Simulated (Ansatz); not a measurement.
`[SH][Hf]([Cl])([Cl])[Cl]` + H₂O → `[OH][Hf]([Cl])([Cl])[Cl]` + H₂S at 700 K and 1 bar (formal hydrolysis of the Hf–S bond).

Calculated with Ansatz (gas phase, PBE0-D4/def2-TZVP geometries, no zero-point term in ΔE). CCSD(T)/CBS is the MP2 limit (def2-TZVPP, def2-QZVPP) plus CCSD(T) − MP2 in def2-TZVPP, frozen cores. This one scheme is used for every species. def2 core potentials past Kr. For Hf outer-core shells are correlated without core-valence functions, which leaves a few kJ/mol of doubt a bond. Each species was taken in one conformer, which may not be the lowest.

```csv
species,CCSD(T)/CBS energy (Eh),H − E (kJ/mol),S (J/(mol·K))
`[SH][Hf]([Cl])([Cl])[Cl]`,-1825.89364,105.2,517.1
H₂O,-76.37941,80.5,218.4
`[OH][Hf]([Cl])([Cl])[Cl]`,-1503.31799,113.6,489.8
H₂S,-398.97279,64.8,236.9
```

H − E and S are ideal-gas, rigid-rotor, harmonic terms from PBE0-D4/def2-TZVP, for one conformer and one mirror image of each species. 1 Eh = 2625.50 kJ/mol, R = 8.31446 J/(mol·K).

By hand: ΔE, ΔH, ΔS and ΔG.

ΔE = (-1503.31799) + (-398.97279) − (-1825.89364) − (-76.37941) = -0.01773 Eh = -46.6 kJ/mol. Δ(H − E) = 113.6 + 64.8 − 105.2 − 80.5 = -7.3, so ΔH = -53.9 kJ/mol. ΔS = 489.8 + 236.9 − 517.1 − 218.4 = -8.8 J/(mol·K). ΔG = -53.9 − 700 × (-8.8)/1000 = -47.7 kJ/mol.

By hand: the equilibrium constant, and the temperature at which ΔG would vanish if ΔH and ΔS stayed fixed.

log₁₀ K = −ΔG/(RT ln 10) = 3.6. ΔG = 0 at ΔH/ΔS = 6125 K, far beyond where these terms or the molecules hold.

The number of gas molecules stays the same, so ΔS is small and ΔH decides. A doubt of 5 kJ/mol in ΔE shifts log₁₀ K by 0.4 here. Other conformers and mirror images would add mixing entropy, several J/(mol·K) or more a flexible species. These are equilibria of isolated gas molecules and say nothing of rates. Largest T1 diagnostic: 0.014 (customary marks: 0.02 for closed shells, 0.045 for open ones).
